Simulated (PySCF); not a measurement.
**Manganese: highly charged ions in a basis for the neutral atom**

Mn(14+) [Ne] 3s1, Mn(15+) [Ne]. Calculation: PySCF 2.14, in Sapporo-DKH3-DZP-2012 (6s5p3d1f, 43 functions); the spin-free X2C one-electron Hamiltonian (Gaussian nucleus). No spin-orbit coupling, so a gap to NIST mixes the basis error with missing relativistic terms.

Changed run: basis of the neutral atom used for a highly charged ion. This setting is unsound on purpose.

```csv
species,method,sound run (hartree),changed run (hartree),converged
Mn(14+),UHF,not run,-1069.59484,yes
Mn(14+),BP86,not run,-1070.13380,yes
Mn(14+),r2SCAN,not run,-1070.03373,yes
Mn(15+),UHF,not run,-1053.66795,yes
Mn(15+),BP86,not run,-1054.15658,yes
Mn(15+),r2SCAN,not run,-1054.09983,yes
```

Ionisation energy of Mn(14+):

```tsv
method	changed run (eV)	NIST (eV)
UHF	433.39	435.17
BP86	434.76	435.17
r2SCAN	433.58	435.17
```

The contracted functions were made for the neutral atom and can be too rigid for a highly charged ion.
